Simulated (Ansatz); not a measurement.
`C[SiH2][NH][ZnH]` + `BO` → `BO[SiH2]C` + `[NH2][ZnH]` at 600 K and 1 bar (ligand exchange at the Si–N bond).

Computed with Ansatz on PBE0-D4/def2-TZVP structures; ΔE is electronic, products minus reactants. CCSD(T)/CBS is the MP2 limit (def2-TZVPP, def2-QZVPP) plus CCSD(T) − MP2 in def2-TZVPP, frozen cores. This one scheme is used for every species. For Zn outer-core shells are correlated without core-valence functions, which leaves a few kJ/mol of doubt a bond. Scalar relativity is left out up to krypton. One conformer a species, not always the lowest.

```json
{"species": "`C[SiH2][NH][ZnH]`", "CCSD(T)/CBS energy (Eh)": "-2164.46335", "H − E (kJ/mol)": "263.6", "S (J/(mol·K))": "454.8"}
{"species": "`BO`", "CCSD(T)/CBS energy (Eh)": "-101.80414", "H − E (kJ/mol)": "119.7", "S (J/(mol·K))": "267.1"}
{"species": "`BO[SiH2]C`", "CCSD(T)/CBS energy (Eh)": "-431.39483", "H − E (kJ/mol)": "268.9", "S (J/(mol·K))": "420.5"}
{"species": "`[NH2][ZnH]`", "CCSD(T)/CBS energy (Eh)": "-1834.88092", "H − E (kJ/mol)": "113.5", "S (J/(mol·K))": "307.4"}
```

H − E and S are ideal-gas, rigid-rotor, harmonic terms from PBE0-D4/def2-TZVP, for one conformer and one mirror image of each species. 1 Eh = 2625.50 kJ/mol, R = 8.31446 J/(mol·K).

Q: By hand: ΔE, ΔH, ΔS and ΔG.

A: ΔE = (-431.39483) + (-1834.88092) − (-2164.46335) − (-101.80414) = -0.00826 Eh = -21.7 kJ/mol. Δ(H − E) = 268.9 + 113.5 − 263.6 − 119.7 = -0.9, so ΔH = -22.6 kJ/mol. ΔS = 420.5 + 307.4 − 454.8 − 267.1 = 6.0 J/(mol·K). ΔG = -22.6 − 600 × (6.0)/1000 = -26.2 kJ/mol.

Q: By hand: the equilibrium constant, and the temperature at which ΔG would vanish if ΔH and ΔS stayed fixed.

A: log₁₀ K = −ΔG/(RT ln 10) = 2.3. ΔH and −TΔS have one sign here, so there is no such temperature.

The number of gas molecules stays the same, so ΔS is small and ΔH decides. A doubt of 5 kJ/mol in ΔE shifts log₁₀ K by 0.4 here. Other conformers and mirror images would add mixing entropy, several J/(mol·K) or more a flexible species. Modes under 60 cm⁻¹, often nearly free rotors, make the harmonic entropy too high. These are equilibria of isolated gas molecules and say nothing of rates. Largest T1 diagnostic: 0.016 (customary marks: 0.02 for closed shells, 0.045 for open ones).

ΔS is within the doubt of such terms, so its sign, and with it that verdict, could turn.
